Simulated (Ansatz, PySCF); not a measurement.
Species: C₂H₂F₂ (charge 0, singlet). SMILES: F/C=C/F
Structure (B3LYP-D3(BJ)/def2-TZVP (Ansatz, a first-principles code) minimum search):
```
C
C 1 1.3198
F 1 1.3452 2 120.22
F 2 1.3452 1 120.22 3 180.00
H 1 1.0806 2 125.33 4 0.00
H 2 1.0806 1 125.33 5 -180.00
```

Quantity: atomisation energy (electronic, to ground-state atoms), in kcal/mol. Cores are frozen in the correlated levels unless marked. UHF or UKS for open shells. No spin-orbit coupling. Non-relativistic unless marked X2C. The coupled-cluster limit lacks core correlation, which all-electron functionals hold. CBS marks a two-point X^-3 extrapolation of the correlation energy; Hartree-Fock from the larger set. The bracket is a focal-point correction in the basis named.

```json
[
 {"level": "HF/6-31G*", "program": "Ansatz", "atomisation energy (kcal/mol)": "397.0"},
 {"level": "HF/cc-pVDZ", "program": "Ansatz", "atomisation energy (kcal/mol)": "387.8"},
 {"level": "HF-D4/def2-TZVPD", "program": "PySCF + dftd4", "atomisation energy (kcal/mol)": "407.0"},
 {"level": "BLYP-D3(BJ)/def2-TZVPD", "program": "Ansatz + dftd3", "atomisation energy (kcal/mol)": "581.5"},
 {"level": "revPBE-D3(BJ)/def2-TZVPD", "program": "Ansatz + dftd3", "atomisation energy (kcal/mol)": "578.7"},
 {"level": "B3LYP-D3(BJ)/def2-TZVPD", "program": "Ansatz + dftd3", "atomisation energy (kcal/mol)": "575.3"},
 {"level": "TPSSh/def2-TZVPD", "program": "PySCF", "atomisation energy (kcal/mol)": "573.9"}
]
```

Predict the RI-MP2/CBS(aug-cc-pVTZ,aug-cc-pVQZ)+[CCSD(T)-MP2]/aug-cc-pVTZ result (Ansatz).

575.0 kcal/mol, so TPSSh/def2-TZVPD differs from it by -1.1 kcal/mol.
